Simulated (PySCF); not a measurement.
NMR data simulated for an unnamed compound:

1H NMR (600 MHz, computed): δ 7.24 (m, 2H), 7.15 (m, 2H), 4.16 (s, 4H).

13C{1H} NMR (computed): δ 150.2 (C), 126.5 (CH), 123.5 (CH), 67.3 (CH2).

Calculated, not measured (PySCF): structure optimised with GFN2-xTB, σ from GIAO-PBE0/pcSseg-1. Relativity neglected, one computed conformer, fast rotation and ring inversion assumed for equivalent nuclei, in vacuum.

Chemical shifts δ = σref − σ; 1H, 13C against TMS, all at this level.

Q: Which of these does the molecule contain: a heteroaromatic ring, an S-methyl group, a benzene ring, a three-membered ring?

A: 
- A heteroaromatic ring: no.
- An S-methyl group: no.
- A benzene ring: yes.
- A three-membered ring: no.

The data belong to 1,4-benzodioxane (c1ccc2c(c1)OCCO2, C8H8O2); they needn't prove each group on their own.

Carbon signals by region: 3 in the sp2 and nitrile region (100–160 ppm), 1 at 50–100 ppm.

Shifts are as computed. Against solution values, carbons near 30 ppm lie about +3 ppm off and those near 130 ppm about +5 ppm. Of 1211 compounds with measured shifts, 218 miss one by over three times the rms of a fit or turn the order of signals round; such compounds aren't used in these exercises. No couplings were computed; multiplicities are counted from neighbouring protons, with m where these are inequivalent, close in shift, in a saturated or five-membered ring or joined by F or P, and br s for small geminal =CH2 splittings.
